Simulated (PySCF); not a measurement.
**Pm²⁺: ionisation energy**

Pm²⁺ [Xe] 4f5 [4f5/2^5, M_J = 5/2] → Pm³⁺ [Xe] 4f4 [4f5/2^4, M_J = 4], as a difference of total energies. All numbers are calculated (PySCF 2.14, the two-component X2C-1e Hamiltonian, in x2c-TZVPPall-2c (11s11p10d4f2g, 140 functions)). Correlated levels: [Ar] 3d10 frozen; the 18 highest virtual spinors dropped. "Screened" scales the spin-orbit matrix elements by Boettger's factors to mimic the two-electron term; Breit and QED terms are absent.

| method | ionisation energy (eV) |
| --- | --- |
| GHF (spin-free) | 19.973 |
| GMP2 (spin-free) | 22.271 |
| GHF (screened spin-orbit) | 19.827 |
| GMP2 (screened spin-orbit) | 22.132 |

Question: How much does correlation contribute at GMP2 (screened spin-orbit)?

Answer: 22.132 − (19.827) = 2.305 eV, measured against GHF (screened spin-orbit).

The spin-free rows relax to the high-spin LS determinant and lack the spin-orbit shift.

The labels give the starting determinants; with spin-orbit coupling the two ends relaxed to ⟨J²⟩ = 13.17, ⟨L²⟩ = 29.87, ⟨S²⟩ = 8.71 and ⟨J²⟩ = 23.35, ⟨L²⟩ = 41.84, ⟨S²⟩ = 5.98.

The determinant of Pm²⁺ and of Pm³⁺ mixes levels of different J (the jj label is only the starting occupation), so the difference between spin-free and spin-orbit rows is not the physical spin-orbit shift.

For comparison: 22.44 ± 0.08 eV (semi-empirical (NIST evaluation); NIST Atomic Spectra Database, ionization energies).
